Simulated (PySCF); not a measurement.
# Steps of a relaxation of [Tl(OH)4]−

[Tl(OH)4]− (singlet). PySCF 2.14.0, RKS TPSS, Tl def2-SVP with ECP60, O def2-SVP, H def2-SVP; non-relativistic Hamiltonian with scalar-relativistic core potentials where named; density fitting; no spin-orbit coupling. Origin of the start: displaced along the imaginary mode. Columns: position (Å) and force (eV/Å). Energies are counted from the last step; some of the 20 steps are shown. Forces carry noise of the integration grid, about 0.01 to 0.03 eV/Å.

Run from Python with OMP_NUM_THREADS=2. Where DIIS fails, smearing, a level shift and second-order steps follow.
It took 120 s on 2 threads of Arm Neoverse V1, on a shared host, from the converged density of the start.

```xyz
9
step 0  E = 1.003 eV
Tl    0.0000    0.0000    0.0145     0.00    0.00   -0.05
O     2.2217   -0.0174   -0.0999     0.34    0.20    1.43
H     2.4565    0.2500    0.8508    -0.36   -0.22   -1.42
O     0.0174    2.2217   -0.0999    -0.20    0.34    1.43
H    -0.2500    2.4565    0.8508     0.22   -0.36   -1.42
O    -2.2217    0.0174   -0.0999    -0.34   -0.20    1.43
H    -2.4565   -0.2500    0.8508     0.36    0.22   -1.42
O    -0.0174   -2.2217   -0.0999     0.20   -0.34    1.43
H     0.2500   -2.4565    0.8508    -0.22    0.36   -1.42
```

```xyz
9
step 6  E = 0.182 eV
Tl    0.0000    0.0000    0.0257     0.00    0.00    0.03
O     2.1782   -0.3033    0.1139     0.07   -0.05    0.20
H     2.3894    0.5011    0.6341     0.00    0.04   -0.21
O     0.3033    2.1782    0.1139     0.05    0.07    0.20
H    -0.5011    2.3894    0.6341    -0.04    0.00   -0.21
O    -2.1782    0.3033    0.1139    -0.07    0.05    0.20
H    -2.3894   -0.5011    0.6341     0.00   -0.04   -0.21
O    -0.3033   -2.1782    0.1139    -0.05   -0.07    0.20
H     0.5011   -2.3894    0.6341     0.04    0.00   -0.21
```

```xyz
9
step 13  E = 0.007 eV
Tl    0.0000    0.0000    0.2685     0.00    0.00    0.01
O     2.1757   -0.3604    0.2861     0.00    0.04    0.03
H     2.4619    0.5699    0.4012    -0.04   -0.05   -0.03
O     0.3604    2.1757    0.2861    -0.04    0.00    0.03
H    -0.5699    2.4619    0.4012     0.05   -0.04   -0.03
O    -2.1757    0.3604    0.2861     0.00   -0.04    0.03
H    -2.4619   -0.5699    0.4012     0.04    0.05   -0.03
O    -0.3604   -2.1757    0.2861     0.04    0.00    0.03
H     0.5699   -2.4619    0.4012    -0.05    0.04   -0.03
```

Task: Where does the relaxation end?

Result: It converges at step 19 in C4h:
```xyz
9
step 19  E = 0
Tl    0.0000    0.0000    0.3386
O     2.1723   -0.3654    0.3361
H     2.4518    0.5725    0.3338
O     0.3654    2.1723    0.3361
H    -0.5725    2.4518    0.3338
O    -2.1723    0.3654    0.3361
H    -2.4518   -0.5725    0.3338
O    -0.3654   -2.1723    0.3361
H     0.5725   -2.4518    0.3338
```

Task: How did the contacts change?

Result: 
```tsv
contact	start (Å)	end (Å)
Tl1–O2 (OH)	2.225	2.203
Tl1–O4 (OH)	2.225	2.203
Tl1–O6 (OH)	2.225	2.203
Tl1–O8 (OH)	2.225	2.203
```


No frequency check is given that shows the relaxed geometry to be a minimum.
